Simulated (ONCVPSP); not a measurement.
# aluminium (Al), ONCV: configuration errors across variants

ONCVPSP 4.0.1 input, shortened (lines: element, Z, core and valence counts, functional; n l f; lmax; l rc ep ncon nbas qcut; lloc lpopt rc5 dvloc0; l nproj debl; icmod fcfact rcfact), BLYP, non-relativistic:

```
  Al 13.00    3    1  -106131      upf
    1    0    2.00
    2    0    2.00
    2    1    6.00
    3    0    1.00
    2
    0    1.80    0.00    4    7    4.00
    1    1.95    0.05    3    8    4.30
    2    1.50    0.27    4    8    7.30
    4    5    1.45    0.00
    0    2    3.50
    1    1    1.80
    2    2    3.90
    3    5.50    1.30
```

All-electron excitation energies from the reference (eV): (1) 3s2 3p1 -24.817; (2) 3s2 -19.180; (3) 3s2 3p0.5 -22.800; (4) 3s1 3p2 -19.662.

Errors AE − PS in meV (a dash: test not solved or not reliable):

| change | (1) | (2) | (3) | (4) | bound ghosts | GHOST(+) flags above zero |
| --- | --- | --- | --- | --- | --- | --- |
| base | +174 | +51 | +124 | +252 | none | s |
| core correction Teter function, fcfact 5.5, rcfact 1.1 | +254 | +95 | +189 | +316 | none | s |
| core correction Teter function, fcfact 5.5, rcfact 1.22 | +211 | +70 | +153 | +283 | none | s |
| core correction Teter function, fcfact 5.5, rcfact 1.34 | +153 | +41 | +107 | +235 | none | s |
| core correction Teter function, fcfact 5.5, rcfact 1.44 | +94 | +12 | +61 | +186 | none | s |
| core correction Teter function, fcfact 5.5, rcfact 1.6 | -20 | -38 | -22 | +87 | none | s |
| core correction Teter function, fcfact 5.5, rcfact 1.66 | -66 | -57 | -56 | +44 | none | s |
| core correction Teter function, fcfact 5.5, rcfact 1.82 | -198 | -106 | -148 | -80 | none | s |
| core correction Teter function, fcfact 5.5, rcfact 1.92 | -283 | -136 | -204 | -161 | none | s |
| core correction Teter function, fcfact 5.5, rcfact 2.06 | -397 | -173 | -278 | -275 | none | s |

Give the same row for: core correction Teter function, fcfact 5.5, rcfact 0.98.

+283, +112, +212, +337; bound ghosts: none; GHOST(+) flags above zero: s.
